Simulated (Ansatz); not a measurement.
Gas-phase electronic energies from Ansatz, PBE0-D4/def2-TZVP geometries. CCSD(T)/CBS is the MP2 limit (def2-TZVPP, def2-QZVPP) plus CCSD(T) − MP2 in def2-TZVPP, frozen cores. This one scheme is used for every species. Functionals use def2-TZVPP. B3LYP here is the variant with VWN-RPA as its local correlation; programs differ in this. Each species was taken in one conformer, which may not be the lowest.

`N[SiH](N)Cl` + `N[SiH](N)F` → `N[Si@H](F)N[Si@@H](N)Cl` + NH₃  (ligand exchange at the Si–N bond)

| level | ΔE (eV) |
| --- | --- |
| B3LYP-D4 | -0.07 |
| PBE | 0.01 |
| B3LYP | 0.04 |
| HF/def2-TZVPP | 0.02 |
| HF/def2-QZVPP | 0.02 |
| SCS-MP2/def2-QZVPP | -0.05 |
| MP2/CBS(def2) | -0.06 |
| CCSD/CBS(def2) | -0.04 |

What does CCSD(T)/CBS give? (An estimate is asked.)

The calculation gave: -0.06 eV. The listed levels differ from it by -0.01, 0.07, 0.10, 0.08, 0.08, 0.01, 0.00, 0.02 eV.

Largest T1 diagnostic among the species: 0.010.

The D4 term adds −0.10 eV with B3LYP and −0.06 eV with PBE0; it sums over pairs of atoms, weighted by their polarisabilities, and B3LYP, whose exchange is more repulsive, gets the larger term. In def2-TZVPP, CCSD(T) changes the Hartree–Fock value by −0.10 eV (the triples alone add −0.02 eV) and MP2 by −0.09 eV.
